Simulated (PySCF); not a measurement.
Compound: C4BN4 (charge -1).
InChI=1S/C4BN4/c6-1-5(2-7,3-8)4-9/q-1

Computed with PySCF at CAM-B3LYP/def2-SVPD, non-relativistic, on one gas-phase PBE0-D3(BJ)/def2-SVP geometry that isn't relaxed in the solvent. The solvent is an IEF-PCM continuum (cavity from Bondi-type radii × 1.2), and excitations are vertical TDDFT with non-equilibrium linear response and a frozen core. Specific hydrogen bonds and non-electrostatic terms are outside this model.

Gas-phase singlets (H = HOMO, L = LUMO):

```
state  E (eV)  λ (nm)      f                 leading configurations
   S1   7.441     167  0.000      H-1→L+2 22%, H→L+1 12%, H→L+3 11%
   S2   7.470     166  0.000                H-4→L+5 13%, H-1→L+4 9%
   S3   7.470     166  0.000     H-3→L+2 15%, H-3→L+4 12%, H→L+2 8%
   S4   7.471     166  0.000  H-5→L+2 11%, H-5→L+4 10%, H-2→L+2 10%
   S5   7.733     160  0.000    H-1→L+1 16%, H-2→L+5 15%, H→L+2 14%
```

**Question.** Give the list for chloroform (ε = 4.711), n² = 2.09.

**Answer.** 
| state | E (eV) | λ (nm) | f | leading configurations | change by rank (eV) |
| --- | --- | --- | --- | --- | --- |
| S1 | 7.458 | 166 | 0.000 | H→L 23%, H-1→L+1 12%, H-2→L+2 12% | +0.017 |
| S2 | 7.483 | 166 | 0.000 | H-4→L+5 13%, H-5→L+2 12%, H→L 10% | +0.013 |
| S3 | 7.484 | 166 | 0.000 | H-3→L+1 12%, H-3→L+4 11%, H-4→L+2 10% | +0.014 |
| S4 | 7.485 | 166 | 0.000 | H-5→L+1 13%, H-4→L 12%, H-1→L+2 11% | +0.014 |
| S5 | 7.741 | 160 | 0.000 | H-2→L+5 15%, H→L+1 14%, H-1→L 14% | +0.008 |

**Question.** How do the frontier levels move from gas to chloroform?

**Answer.** 
| orbital | gas (eV) | solvent (eV) | change (eV) |
| --- | --- | --- | --- |
| LUMO+2 | 4.55 | 1.61 | -2.94 |
| LUMO+1 | 4.55 | 1.61 | -2.94 |
| LUMO | 4.36 | 1.61 | -2.75 |
| HOMO | -7.51 | -10.49 | -2.98 |
| HOMO-1 | -7.51 | -10.49 | -2.98 |
| HOMO-2 | -7.52 | -10.49 | -2.97 |
| HOMO-3 | -7.54 | -10.51 | -2.97 |

The HOMO–LUMO gap goes from 11.87 to 12.10 eV. Rows go by rank; for LUMO and LUMO+1 the atom shares or the degeneracy differ between the runs, so the row needn't follow one orbital.

Cost: about 60 s of CPU time on one thread; the machine was shared, so the figure is rough. This is the whole response run at CAM-B3LYP/def2-SVPD in chloroform, SCF included.
